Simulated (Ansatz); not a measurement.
Basis-set extrapolation for `CC(F)[BH][AlH2]` (PBE0-D4/def2-TZVP geometry, frozen core, Ansatz). Multiplicity 1, RHF reference.

```csv
,def2-TZVPP,def2-QZVPP
HF,-445.892866,-445.909339
MP2 correlation,-0.773500,-0.832142
CCSD(T) correlation,-0.855215,not run
```

Energies in hartree. Use E(X) = E(∞) + A·exp(−7.88·√X) for Hartree–Fock and E(X) = E(∞) + B·X^(−2.97) for correlation, with X = 3 and 4, and add CCSD(T) minus MP2 of the smaller set to the MP2 limit.

**Question.** What is the CCSD(T) energy at the basis-set limit?

**Answer.** HF limit: -445.909339 + (-0.016473) × 0.13774 = -445.91161. MP2 limit: -0.832142 + (-0.058642) × 0.74074 = -0.87558. Higher-order term: -0.855215 − (-0.773500) = -0.08171. Total: -446.86890 hartree, 75.8 kcal/mol below CCSD(T)/def2-TZVPP.
